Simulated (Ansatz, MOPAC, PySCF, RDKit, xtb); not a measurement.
Dimer: C2H2 (SMILES C#C) (first 4 atoms) with H2S (SMILES S); geometry from B3LYP-D3(BJ)/def2-TZVP, rigid monomers moved along the line of their centres of mass till C2···H7 is 3.05 Å.
(charge 0, multiplicity 1):
| atom | x (Å) | y (Å) | z (Å) |
|---|---|---|---|
| C | 0.5186 | 0.2718 | -0.1566 |
| C | -0.5924 | -0.1486 | -0.0071 |
| H | 1.5048 | 0.6461 | -0.2886 |
| H | -1.5791 | -0.5209 | 0.1266 |
| S | 0.1864 | 0.9370 | 4.1511 |
| H | 0.6766 | -0.2973 | 4.3479 |
| H | 0.0873 | 0.7503 | 2.8236 |

Interaction energies are E(AB) − E(A) − E(B) at the monomers' geometry in the complex; basis-set methods are counterpoise corrected. Rows marked so take none. RDKit's UFF carries no charges.

Frozen-core correlation. Rows in 3-21G, 6-31G* carry no dispersion term and start afresh at each structure (6-31G* with six Cartesian d functions). MP2/6-31G* freezes PySCF's default core. The state reached by PM3 isn't checked.

Programs: Ansatz (Gaussian orbitals); MOPAC for PM3 (differences of heats of formation); PySCF for 3-21G rows, 6-31G* rows, the dispersion terms; RDKit for the force fields; xtb for the GFN methods. 

```json
[
 {"level": "UFF", "interaction energy (kcal/mol)": "-0.50"},
 {"level": "GFN-FF", "interaction energy (kcal/mol)": "-1.09"},
 {"level": "PM3", "interaction energy (kcal/mol)": "-0.42"},
 {"level": "HF/3-21G (no counterpoise)", "interaction energy (kcal/mol)": "-1.18"},
 {"level": "HF/6-31G*", "interaction energy (kcal/mol)": "-0.61"},
 {"level": "PBE-D3(BJ)/def2-TZVPPD", "interaction energy (kcal/mol)": "-1.75"},
 {"level": "B3LYP-D3(BJ)/def2-TZVPPD", "interaction energy (kcal/mol)": "-1.52"},
 {"level": "MP2/6-31G*", "interaction energy (kcal/mol)": "-0.97"},
 {"level": "SCS-MP2/aug-cc-pV(D+d)Z", "interaction energy (kcal/mol)": "…"}
]
```

Question: Some entries are withheld; supply them.

Answer: 
- SCS-MP2/aug-cc-pV(D+d)Z, interaction energy (kcal/mol): -1.13

Ansatz is a first-principles code.
